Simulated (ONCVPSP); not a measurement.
## iron: one change to an ONCV potential, before and after

ONCVPSP 4.0.1 input, shortened (lines: element, Z, core and valence counts, functional; n l f; lmax; l rc ep ncon nbas qcut; lloc lpopt rc5 dvloc0; l nproj debl; icmod fcfact rcfact), PBEsol, scalar-relativistic:

```
  Fe 26.00    3    4  -116133      upf
    1    0    2.00
    2    0    2.00
    2    1    6.00
    3    0    2.00
    3    1    6.00
    3    2    6.00
    4    0    2.00
    2
    0    1.10    0.00    4    8   12.80
    1    0.75    0.00    4    7   11.80
    2    1.90    0.00    4    8    9.30
    4    5    0.65    0.00
    0    2    3.70
    1    3    0.40
    2    2    0.30
    2    0.30    0.95
```

In the p channel the program set the typed energies aside and used -2.202, 0.250, 0.650 Ha.

Change: d: rc 2.4.

Cutoffs: the cutoffs (Ha) at which the residual kinetic energy of the hardest occupied pseudo-wave falls to 1 and 0.1 mHa per electron; they do not see the model core or the augmentation charge, which bear on the density cutoff. Errors are all-electron minus pseudo energies relative to the spin-unpolarised reference configuration.

Q: What does the change do?

A: The potential gets neither clearly harder nor softer (64 Ha and 163 Ha → 64 Ha and 163 Ha); both files keep a bound ghost (p); the lowest positive-energy flag moves from none to d at 7.2 eV; of the 4 tests that both files solve, the error grows in 3 and shrinks in 1 by more than 15 % and 0.3 meV (median size 41.8 → 49.2 meV).

| quantity | base | changed |
| --- | --- | --- |
| cutoff, loose | 64 Ha | 64 Ha |
| cutoff, tight | 163 Ha | 163 Ha |
| loose cutoff by channel | s 52 Ha, p 64 Ha, d 31 Ha | s 52 Ha, p 64 Ha, d 25 Ha |
| bound ghosts | p | p |
| GHOST(+) flags under 300 eV | none | d at 7.2 eV |
| error for 3s2 3p6 3d6 4s1, meV [ΔE 8.75 eV] | +2.2 | +6.6 |
| error for 3s2 3p6 3d6 4s0, meV [ΔE 24.86 eV] | +12 | +25 |
| error for 3s2 3p6 3d5 4s0, meV [ΔE 59.05 eV] | +71 | +131 |
| error for 3s1 3p6 3d6 4s2, meV [ΔE 101.63 eV] | -327 | +73 |
| s: phases at 1.12 bohr within 0.05 rad from the reference energy up to (Ha; the scan ends near 5) | to the end of the scan | to the end of the scan |
| p: phases at 0.76 bohr within 0.05 rad from the reference energy up to (Ha; the scan ends near 5) | to the end of the scan | to the end of the scan |
| rms error of d²Exc/dni dnj with the model core, mHa | 0.67 | 2.09 |

 A true bound ghost makes a file unfit for plane-wave use even where its test errors are small: the radial tests pick states by their node count and pass the ghost by.
